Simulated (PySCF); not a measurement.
Question: What does the PBE0-D3(BJ)/def2-SVP structure of `[H]/N=C\[C@@H]1CCC[O+]1[AlH3-]` look like in three dimensions?

Answer: 
```xyz
20
C5H12AlNO angstrom
N     -0.3679    1.5085    1.9558
C     -1.0343    1.4098    0.8891
C     -0.6411    0.6933   -0.3823
C     -1.5864   -0.4514   -0.7314
C     -1.0101   -1.5978    0.0946
C      0.4849   -1.3823   -0.0453
O      0.6311    0.0446   -0.2182
Al     2.4135    0.9134   -0.3745
H      0.5459    1.0437    1.8616
H     -2.0301    1.8870    0.8387
H     -0.5336    1.4294   -1.1952
H     -1.5297   -0.6726   -1.8081
H     -2.6316   -0.2178   -0.4847
H     -1.3175   -1.5027    1.1474
H     -1.3202   -2.5894   -0.2621
H      1.0701   -1.6816    0.8358
H      0.9080   -1.8691   -0.9376
H      2.8367    0.9089    1.1767
H      3.1399   -0.1600   -1.3204
H      1.9204    2.3001   -1.0110
```

Any rigid rotation of these coordinates is as good. Atoms count from 1 in this order. The 5-membered ring C3–C4–C5–C6–O7 has internal angles of 101.9° to 111.7°; it is puckered, 0.17 Å rms from its mean plane, widest ring torsion 39°. Of the pairs four or more bonds apart, those above aside, H9···H18 is among the closest relative to their van der Waals radii: 2.39 Å, 100 % of the sum of Bondi's values. H9 on N1 lies 2.31 Å from O7, 4 bonds away (angle at H 108°; Bondi radii sum to 2.72 Å). Al8 (aluminium bonded to O and 3 H) is distorted tetrahedral (angles from 97.7° to 118.9°).

Bonds between heavy atoms (Å): N1=C2 1.262, C2–C3 1.511, C3–C4 1.525, C4–C5 1.526, C5–C6 1.517, C6–O7 1.445, O7–Al8 1.989, C3–O7 1.437.

Method used: PBE0-D3(BJ)/def2-SVP geometry optimisation, gas phase (PySCF 2.14.0).

Point group: C1 (no symmetry element, even within 0.4 Å). Stationary, but not proved a minimum. The numbers are those of one conformer (N1–C2–C3–C4 118°, C2–C3–C4–C5 -85°, C3–C4–C5–C6 -39°, C4–C5–C6–O7 30°, C5–C6–O7–Al8 177°).

The run took 2.7 min of wall time on one thread, Arm Neoverse V2 (aarch64), no GPU (shared host), and the process peaked at 0.85 GiB of memory. That covers the optimisation of the geometry.
